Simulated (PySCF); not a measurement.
**SeO₂²⁺: from structure and modes to constants**

These are results of PySCF, PBE0, basis Se def2-TZVP, O def2-TZVP (no relativity, density fitting), not measurements.

The singlet minimum has D∞h symmetry. Masses (u): Se 79.91652, O 15.99492.

```xyz
3
charge 2 multiplicity 1, angstrom
Se    0.0000    0.0000    0.0000
O     0.0000    0.0000    1.5570
O     0.0000    0.0000   -1.5570
```

Harmonic wavenumbers (cm⁻¹): 137.8 (πu, ×2), 988.4 (σg+, ×1), 1141.8 (σu+, ×1).

(1) Find the principal moments of inertia and the rotational constants. What kind of rotor is it?

(2) What is the harmonic zero-point energy?

(3) Find the vibrational entropy and heat capacity at 298.15 K.

(4) Give the standard entropy (298.15 K, 1 bar) by its translational, rotational, vibrational and spin parts, and Cp.

(5) Find the bond force constant k and the stretch–stretch coupling k′ of the valence force field.

Results:

(1) About the centre of mass I = 77.551 u Å². With B = 16.8576/I this gives 0.2174 cm⁻¹. The molecule is linear.

(2) Half the sum of all 4 wavenumbers, 2406/2 = 1203 cm⁻¹, which is 14.4 kJ/mol (1 cm⁻¹ = 0.0119627 kJ/mol).

(3) With u = 1.43878 ω/T, each mode gives S = R[u/(eᵘ−1) − ln(1−e⁻ᵘ)] and C = R u² eᵘ/(eᵘ−1)².
| ω (cm⁻¹) | u | S (J/(mol K)) | C (J/(mol K)) |
| --- | --- | --- | --- |
| 137.8 (×2) | 0.665 | 11.86 | 8.01 |
| 988.4 | 4.770 | 0.41 | 1.63 |
| 1141.8 | 5.510 | 0.22 | 1.03 |
The sums over all modes are S = 24.4 and C = 18.7 J/(mol K); the softest mode gives 49 % of the entropy (each member, where degenerate).

(4) Sackur–Tetrode with M = 111.91 u gives 167.7; rotation with symmetry number 2 gives 59.6; vibration 24.4; spin R ln 1 = 0.0. The total is 251.6 J/(mol K), and Cp = 7/2 R + 18.7 = 47.8 J/(mol K).

(5) For linear XMX, 4π²c²ω(σg)² = (k + k′)/mX and 4π²c²ω(σu)² = (k − k′)(1 + 2mX/mM)/mX. So k + k′ = 9.207 and k − k′ = 8.774 mdyn/Å, giving k = 8.990 and k′ = 0.216 mdyn/Å.

Other isomers or separated fragments may lie lower.
